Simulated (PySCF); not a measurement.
Cl2H2Si. Atoms are numbered in the order given.

```xyz
5

Si     0.0000     0.0000     0.7664
Cl     1.6824     0.0000    -0.4085
Cl    -1.6824     0.0000    -0.4085
H      0.0000    -1.2244     1.5799
H      0.0000     1.2244     1.5799
```

Coordinates come from a B3LYP-D3(BJ)/def2-TZVP optimisation. The isomer is the one that the SMILES or the coordinates give; other isomers of the formula were not compared.

Level of theory: PySCF with PBE/def2-TZVPD.

Symmetry labels are those of the subgroup C2v that the program uses (full group C2v).

Computed valence orbital energies around the gap with their symmetry:
| orbital | symmetry | energy (eV) |
|---|---|---|
| HOMO−7 | A1 | -13.73 |
| HOMO−6 | B1 | -10.36 |
| HOMO−5 | A1 | -10.17 |
| HOMO−4 | B2 | -10.08 |
| HOMO−3 | A1 | -8.46 |
| HOMO−2 | A2 | -8.32 |
| HOMO−1 | B1 | -8.08 |
| HOMO | B2 | -7.79 |
| LUMO | A1 | -1.21 |
| LUMO+1 | B1 | -1.03 |
| LUMO+2 | A1 | -0.47 |
| LUMO+3 | B2 | 0.24 |
